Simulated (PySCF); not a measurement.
Gas-phase reaction: 2 GaH + 2 H2 + 3 C2H4 → 2 Ga(CH3)3

Energies from PySCF, thermal terms from the rigid-rotor harmonic-oscillator model, ideal gas at 1 bar. † marks an energy on the PBE0/def2-TZVP geometry and frequencies; other levels use their own. MP2 and CCSD(T) freeze the core. 6-31G* has spherical d functions here. All species are closed-shell singlets. B3LYP is the form with VWN-RPA correlation. Ga: all electrons, no relativistic terms. Methyl groups turn as free rotors in Ga(CH3)3. GaH: computed as isolated molecules; such fragments, hydroxides, amides, oligomers or adducts are transient or little studied in the gas. MP2 isn't extrapolated to the basis-set limit; its ΔH°(298 K) is -677.8 kJ in def2-SVP and -721.4 kJ in def2-TZVPP. CCSD(T) isn't extrapolated to the basis-set limit. The harmonic model lacks anharmonicity and excited electronic states, which grow with temperature; levels with a mode under 35 cm⁻¹ are left out.

```json
[
 {"level": "B3LYP/6-31G*", "ΔE electronic, kJ": "-612", "ΔH°(298 K), kJ": "-548", "ΔS°(298 K), J/K": "-606", "ΔG°(1000 K), kJ": "62"},
 {"level": "B3LYP/def2-TZVP†", "ΔE electronic, kJ": "-595", "ΔH°(298 K), kJ": "-534", "ΔS°(298 K), J/K": "-605", "ΔG°(1000 K), kJ": "73"},
 {"level": "BLYP/def2-TZVP†", "ΔE electronic, kJ": "-530", "ΔH°(298 K), kJ": "-470", "ΔS°(298 K), J/K": "-605", "ΔG°(1000 K), kJ": "137"},
 {"level": "CCSD(T)/def2-SVP†", "ΔE electronic, kJ": "-651", "ΔH°(298 K), kJ": "-591", "ΔS°(298 K), J/K": "-605", "ΔG°(1000 K), kJ": "17"},
 {"level": "M06-2X/def2-TZVP†", "ΔE electronic, kJ": "-705", "ΔH°(298 K), kJ": "-644", "ΔS°(298 K), J/K": "-605", "ΔG°(1000 K), kJ": "-37"},
 {"level": "MP2/def2-SVP†", "ΔE electronic, kJ": "-738", "ΔH°(298 K), kJ": "-678", "ΔS°(298 K), J/K": "-605", "ΔG°(1000 K), kJ": "-70"},
 {"level": "MP2/def2-TZVPP†", "ΔE electronic, kJ": "-782", "ΔH°(298 K), kJ": "-721", "ΔS°(298 K), J/K": "-605", "ΔG°(1000 K), kJ": "-114"},
 {"level": "PBE0/def2-SVP†", "ΔE electronic, kJ": "-748", "ΔH°(298 K), kJ": "-687", "ΔS°(298 K), J/K": "-605", "ΔG°(1000 K), kJ": "-80"},
 {"level": "PBE0/def2-TZVP", "ΔE electronic, kJ": "-726", "ΔH°(298 K), kJ": "-665", "ΔS°(298 K), J/K": "-605", "ΔG°(1000 K), kJ": "-58"},
 {"level": "r2SCAN/def2-TZVP†", "ΔE electronic, kJ": "-738", "ΔH°(298 K), kJ": "-678", "ΔS°(298 K), J/K": "-605", "ΔG°(1000 K), kJ": "-70"}
]
```
ΔH° is lowest at MP2/def2-TZVPP† and highest at BLYP/def2-TZVP†. No reference value is set beside these.
